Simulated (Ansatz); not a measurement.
Cost and result for the atomization energy of `N[Si](O)(F)Cl` (8 atoms, 7 bonds).

The species carries charge 0 and has multiplicity 1. The geometry is a stationary point of PBE0-D4/def2-TZVP. It is one conformer, not always the lowest. Program: Ansatz. Hardware: A = 2 threads of an AMD EPYC 7R13 on a shared host; B = 2 threads of an AMD EPYC 7R13 on a shared host and a share of an NVIDIA H100 80 GB. Times are those of one run each, without the atoms' runs, and a repeat can differ threefold. Electronic energies, without spin–orbit coupling; frozen cores. CCSD(T)/CBS extrapolates def2-TZVPP and def2-QZVPP, and its time is that of the two runs behind it. T1 = 0.010. B3LYP takes the VWN-RPA correlation (the form of Gaussian; ORCA's B3LYP/G).

CCSD(T)/CBS is a level of theory with its own doubt, some kJ/mol a heavy atom from the limit and from the frozen cores, so smaller differences don't rank the functionals.

```tsv
level	functions	wall time	atomization (kcal/mol)	difference from CCSD(T)/CBS	per bond
PBE-D4/def2-TZVPP (with forces) [A]	219	4.1 s	755.1	5.0	0.7
PBE0-D4/def2-TZVPP [A]	219	5.5 s	737.3	-12.8	-1.8
CCSD(T)/def2-TZVPP [B]	219	6.5 s	722.0	-28.1	-4.0
r2SCAN-D4/def2-TZVPP (with forces) [A]	219	8 s	744.5	-5.6	-0.8
B3LYP-D4/def2-TZVPP (with forces) [A]	219	9 s	739.7	-10.4	-1.5
B2PLYP/def2-TZVPP [A]	219	9 s	735.2	-14.9	-2.1
ωB97X-V/def2-TZVPP [A]	219	12 s	747.2	-2.9	-0.4
ωB97M-V/def2-TZVPP (with forces) [A]	219	18 s	749.0	-1.1	-0.2
CCSD(T)/def2-QZVPP [B]	401	26 s	739.0	-11.1	-1.6
CCSD(T)/CBS(def2)	–	32 s	750.1	0.0	0.0
```

The D4 term adds +7.4 kcal/mol with B3LYP and +3.8 kcal/mol with PBE0; it sums over pairs of atoms, weighted by their polarisabilities, and B3LYP, whose exchange is more repulsive, gets the larger term. From PBE to PBE0 (25 % exact exchange), in def2-TZVPP and without D4, the atomization energy moves by −17.1 kcal/mol: exact exchange takes away binding that semilocal exchange gives to molecules. In def2-TZVPP, CCSD(T) changes the Hartree–Fock value by +197.8 kcal/mol (the triples alone add +12.4 kcal/mol) and MP2 by +222.6 kcal/mol; breaking electron pairs costs correlation energy, which Hartree–Fock lacks.
